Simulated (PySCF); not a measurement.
CH₃Se, SMILES C[Se], multiplicity 2. Geometry: PBE-D3(BJ)/def2-TZVP. The isomer is the one that the SMILES or the coordinates give; other isomers of the formula were not compared.

Computed equilibrium geometry at PBE-D3(BJ)/def2-TZVP (PySCF confirms it by a frequency run) as bond lengths and angles, and its point group:
point group Cs.
Atoms: C1 Se2 H3 H4 H5. Bonds (Å): C1–Se2 1.949, C1–H3 1.096, C1–H4 1.096, C1–H5 1.101. Angles (°): Se2–C1–H3 110.8, Se2–C1–H4 110.8, Se2–C1–H5 106.1, H3–C1–H4 111.6, H3–C1–H5 108.6, H4–C1–H5 108.6.
Charge 0, spin multiplicity 2.
